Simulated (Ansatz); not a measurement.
`[CH3][SnH2][I]` + H₂ → `[SnH3][I]` + CH₄  (hydrogenolysis of the Sn–C bond)

Gas-phase electronic energies from Ansatz, PBE0-D4/def2-TZVP geometries. CBS: MP2 limit from def2 TZ/QZ plus the TZ coupled-cluster correction, frozen cores. This one scheme is used for every species. Functionals use def2-TZVPP. def2 core potentials past Kr. For I, Sn outer-core shells are correlated without core-valence functions, which leaves a few kJ/mol of doubt a bond.

```
           level  ΔE (kJ/mol)
         BLYP-D4        -34.8
CCSD(T)/def2-SVP        -51.3
```

Q: What does CCSD(T)/CBS give? (Estimate.)

A: Ansatz gave: -29.1 kJ/mol. The listed levels differ from it by -5.7, -22.2 kJ/mol.

Largest T1 diagnostic among the species: 0.011.

At CCSD(T), def2-SVP lies −22.2 kJ/mol from the extrapolated value and def2-TZVPP −5.2 kJ/mol. Leaving LDA and LC-ωPBE aside and taking each functional with its dispersion term where it has one, the values, not all of them listed here, spread over 18.8 kJ/mol, from B97M-V to revPBE-D4. From PBE to PBE0 (25 % exact exchange), in def2-TZVPP and without D4, ΔE moves by −3.3 kJ/mol.

CCSD(T)/CBS has its own doubt, a few kJ/mol and more with outer-core shells, so smaller differences from it don't rank the levels.
